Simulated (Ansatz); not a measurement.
Diatomic LaPb, multiplicity 6 (lowest of 2S+1 = 2, 4, 6 at CCSD(T)/def2-TZVPP on PBE0 minima; our sources give no spin for the ground state, which may be another). No spin–orbit coupling.

The constants come from a fifth-degree fit in 1/R (seven points, main isotopes). Runs in def2 and cc sets follow the lowest solution found near the PBE0 minimum.

Codes used: Ansatz (Gaussian orbitals). Values without a source in brackets are computed. In def2 rows elements past Kr take small-core potentials, without spin–orbit coupling.

| level | r_e (Å) | ω_e (cm⁻¹) | ω_e x_e (cm⁻¹) | α_e (cm⁻¹) | dipole (D) |
|---|---|---|---|---|---|
| SVWN5/def2-TZVPP | 3.085 | 123 | 0.24 | 5.5e-5 | 2.33 |
| PBE/def2-TZVPP | 3.151 | 114 | 0.22 | 5.4e-5 | 2.59 |
| r2SCAN/def2-TZVPP | 3.146 | 117 | 0.22 | 5.3e-5 | 3.40 |
| B97M-V/def2-TZVPP | 3.184 | 113 | 0.21 | 5.0e-5 | 2.15 |
| B3LYP/def2-TZVPP | 3.179 | 112 | 0.22 | 5.3e-5 | 3.33 |
| PBE0/def2-TZVPP | 3.128 | 120 | 0.22 | 5.2e-5 | 3.46 |
| BHLYP/def2-TZVPP | 3.167 | 116 | 0.22 | 5.1e-5 | 4.34 |
| CAM-B3LYP/def2-TZVPP | 3.147 | 118 | 0.22 | 5.1e-5 | 4.24 |
| wB97X-V/def2-TZVPP | 3.128 | 122 | 0.22 | 5.1e-5 | 4.66 |
| wB97M-V/def2-TZVPP | 3.119 | 124 | 0.22 | 5.0e-5 | 4.60 |
| B2PLYP/def2-TZVPP | 3.142 | 119 | 0.21 | 5.1e-5 | - |

Correlated levels freeze the inner cores; with def2 sets outer-core shells near the valence are correlated too.

Ansatz is a quantum-chemistry and plane-wave program.
